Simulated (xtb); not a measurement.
AlCl, triplet, geometry from GFN2-xTB (such geometries of metal compounds can be far from the true shape) (the spin is typed, not shown lowest), atoms displaced at random by about 0.02 Å a coordinate; GFN1-xTB (xtb).

The xtb input:
```
$ xtb mol.xyz --gfn 1 --uhf 2 --opt --json

# file mol.xyz
2

Al     0.01323101     0.00051311    -1.17588871
Cl     0.02465934     0.02076002     0.90591776
```

The log (banner, timings and long lists left out):

```
   ID    Z sym.   atoms
    1   13 Al     1
    2   17 Cl     2

           -------------------------------------------------
          |                Calculation Setup                |
           -------------------------------------------------

           -------------------------------------------------
          |                 G F N 1 - x T B                 |
           -------------------------------------------------

          ...................................................
          :                      SETUP                      :
          :.................................................:
          :  # basis functions                  20          :
          :  # atomic orbitals                  18          :
          :  # shells                            6          :
          :  # electrons                        10          :
          :  # halogen bonds                     0          :
          :  max. iterations                   250          :
          :  Hamiltonian                  GFN1-xTB          :
          :  restarted?                      false          :
          :  GBSA solvation                  false          :
          :  PC potential                    false          :
          :  electronic temp.          300.0000000     K    :
          :  accuracy                    1.0000000          :
          :  -> integral cutoff          0.2500000E+02      :
          :  -> integral neglect         0.1000000E-07      :
          :  -> SCF convergence          0.1000000E-05 Eh   :
          :  -> wf. convergence          0.2000000E-04 e    :
          :  Broyden damping             0.4000000          :
          :  net charge                          0          :
          :  unpaired electrons                  2          :
          ...................................................

 iter      E             dE          RMSdq      gap      omega  full diag
   1     -5.3275438 -0.532754E+01  0.478E+00    0.00       0.0  T
   2     -5.3410848 -0.135410E-01  0.292E+00    0.00       1.0  T
   3     -5.3410958 -0.110543E-04  0.153E+00    0.00       1.0  T
   4     -5.3410969 -0.102280E-05  0.122E-02    0.00       5.8  T
   5     -5.3410970 -0.119581E-06  0.915E-03    0.00       7.7  T
   6     -5.3410970 -0.117432E-07  0.104E-03    0.00      67.7  T
   7     -5.3410970 -0.937814E-09  0.713E-06    0.00    9922.1  T
   8     -5.3410970 -0.230926E-13  0.422E-07    0.00  100000.0  T

   *** convergence criteria satisfied after 8 iterations ***

 transition dipole moment (au) for excitation:           5           6
     X       Y       Z
   0.8919  -0.1555  -0.0034  total (au/Debye):    0.905   2.301
 dE (eV)             :    8.011
 oscillator strength :  0.22752E+00

         :::::::::::::::::::::::::::::::::::::::::::::::::::::
         ::                     SUMMARY                     ::
         :::::::::::::::::::::::::::::::::::::::::::::::::::::
         :: total energy              -5.332076820059 Eh    ::
         :: gradient norm              0.008343185817 Eh/a0 ::
         :: HOMO-LUMO gap              0.000000000000 eV    ::
         ::.................................................::
         :: SCC energy                -5.341096989633 Eh    ::
         :: -> electrostatic           0.000270179302 Eh    ::
         :: repulsion energy           0.009464350510 Eh    ::
         :: dispersion energy         -0.000444180936 Eh    ::
         :: halogen bond corr.         0.000000000000 Eh    ::
         :: add. restraining           0.000000000000 Eh    ::
         :: total charge               0.000000000000 e     ::
         :::::::::::::::::::::::::::::::::::::::::::::::::::::

      -----------------------------------------------------------
     |                   =====================                   |
     |                        A N C O P T                        |
     |                   =====================                   |
     |               Approximate Normal Coordinate               |
     |                Rational Function Optimizer                |
      -----------------------------------------------------------
      -----------------------------------------------------------
     |                   =====================                   |
     |                        A N C O P T                        |
     |                   =====================                   |
     |               Approximate Normal Coordinate               |
     |                Rational Function Optimizer                |
      -----------------------------------------------------------

          ...................................................
          :                      SETUP                      :
          :.................................................:
          :   optimization level            normal          :
          :   max. optcycles                   200          :
          :   ANC micro-cycles                  20          :
          :   degrees of freedom                 1          :
          :.................................................:
          :   RF solver                   davidson          :
          :   write xtbopt.log                true          :
          :   linear (good luck)              true          :
          :   energy convergence         0.5000000E-05 Eh   :
          :   grad. convergence          0.1000000E-02 Eh/α :
          :   maxmium RF displ.          1.0000000          :
          :   Hlow (freq-cutoff)         0.1000000E-01      :
          :   Hmax (freq-cutoff)         5.0000000          :
          :   S6 in model hess.         20.0000000          :
          ...................................................

generating ANC from exact Hessian ...
Using Lindh-Hessian (1995)
 Shifting diagonal of input Hessian by    0.0000000000000000
 Lowest  eigenvalues of input Hessian
    0.000000    0.000000    0.000000    0.000000    0.000000    0.267889
[...]
 * total energy  :    -5.3320768 Eh     change       -0.5329071E-14 Eh
 * total energy  :    -5.3322024 Eh     change       -0.1255389E-03 Eh
 * total energy  :    -5.3322024 Eh     change       -0.1122288E-07 Eh
   *** GEOMETRY OPTIMIZATION CONVERGED AFTER 3 ITERATIONS ***
[...]
           -------------------------------------------------

          ...................................................
          :                      SETUP                      :
          :.................................................:
          :  # basis functions                  20          :
          :  # atomic orbitals                  18          :
          :  # shells                            6          :
          :  # electrons                        10          :
          :  # halogen bonds                     0          :
          :  max. iterations                   250          :
          :  Hamiltonian                  GFN1-xTB          :
          :  restarted?                      false          :
          :  GBSA solvation                  false          :
          :  PC potential                    false          :
          :  electronic temp.          300.0000000     K    :
          :  accuracy                    1.0000000          :
          :  -> integral cutoff          0.2500000E+02      :
          :  -> integral neglect         0.1000000E-07      :
          :  -> SCF convergence          0.1000000E-05 Eh   :
          :  -> wf. convergence          0.2000000E-04 e    :
          :  Broyden damping             0.4000000          :
          :  net charge                          0          :
          :  unpaired electrons                  2          :
          ...................................................

 iter      E             dE          RMSdq      gap      omega  full diag
   1     -5.3398336 -0.533983E+01  0.100E-09    0.00       0.0  T
   2     -5.3398336  0.355271E-14  0.595E-10    0.00  100000.0  T
   3     -5.3398336  0.532907E-14  0.197E-11    0.00  100000.0  T

   *** convergence criteria satisfied after 3 iterations ***

 transition dipole moment (au) for excitation:           5           6
     X       Y       Z
  -0.8764   0.2451   0.0024  total (au/Debye):    0.910   2.313
 dE (eV)             :    8.049
 oscillator strength :  0.23091E+00

         :::::::::::::::::::::::::::::::::::::::::::::::::::::
         ::                     SUMMARY                     ::
         :::::::::::::::::::::::::::::::::::::::::::::::::::::
         :: total energy              -5.332202370224 Eh    ::
         :: gradient norm              0.000033026546 Eh/a0 ::
         :: HOMO-LUMO gap              0.000000000000 eV    ::
         ::.................................................::
         :: SCC energy                -5.339833564344 Eh    ::
         :: -> electrostatic           0.000296953544 Eh    ::
         :: repulsion energy           0.008075340191 Eh    ::
         :: dispersion energy         -0.000444146070 Eh    ::
         :: halogen bond corr.         0.000000000000 Eh    ::
         :: add. restraining           0.000000000000 Eh    ::
         :: total charge               0.000000000000 e     ::
         :::::::::::::::::::::::::::::::::::::::::::::::::::::

           -------------------------------------------------
          |                Property Printout                |
           -------------------------------------------------

    * Orbital Energies and Occupations

         #    Occupation            Energy/Eh            Energy/eV
      -------------------------------------------------------------
         1        2.0000           -0.9111694             -24.7942
         2        2.0000           -0.5180821             -14.0977
         3        2.0000           -0.4793715             -13.0444
         4        2.0000           -0.4793715             -13.0444
         5        1.0000           -0.4185089             -11.3882
         6        0.5000           -0.1227278              -3.3396 (HOMO)
         7        0.5000           -0.1227278              -3.3396 (LUMO)
         8                         -0.0712300              -1.9383
         9                         -0.0712300              -1.9383
        10                         -0.0526448              -1.4325
        11                         -0.0342394              -0.9317
        12                         -0.0342394              -0.9317
        13                         -0.0322575              -0.8778
        14                         -0.0322575              -0.8778
        15                         -0.0059765              -0.1626
        16                          0.0478636               1.3024
        17                          0.0478636               1.3024
        18                          0.4609377              12.5428
      -------------------------------------------------------------
                  HL-Gap            0.0000000 Eh            0.0000 eV
             Fermi-level           -0.2856735 Eh           -7.7736 eV

  Mulliken/CM5 charges         n(s)   n(p)   n(d)
     1Al    0.08161  0.04222   1.423  1.159  0.336
     2Cl   -0.08161 -0.04222   1.869  5.133  0.080

Wiberg/Mayer (AO) data.
largest (>0.10) Wiberg bond orders for each atom

 ---------------------------------------------------------------------------
     #   Z sym  total        # sym  WBO       # sym  WBO       # sym  WBO
 ---------------------------------------------------------------------------
     1  13 Al   1.520 --     2 Cl   1.520
     2  17 Cl   1.520 --     1 Al   1.520
 ---------------------------------------------------------------------------

Topologies differ in total number of bonds
Writing topology from bond orders to xtbtopo.mol

 dipole moment from electron density (au)
     X       Y       Z
  -0.0043  -0.0076  -0.7799  total (Debye):    1.983

optimized geometry written to: xtbopt.xyz

           -------------------------------------------------
          | TOTAL ENERGY               -5.332202370224 Eh   |
          | GRADIENT NORM               0.000033026546 Eh/α |
          | HOMO-LUMO GAP               0.000000000000 eV   |
           -------------------------------------------------
```
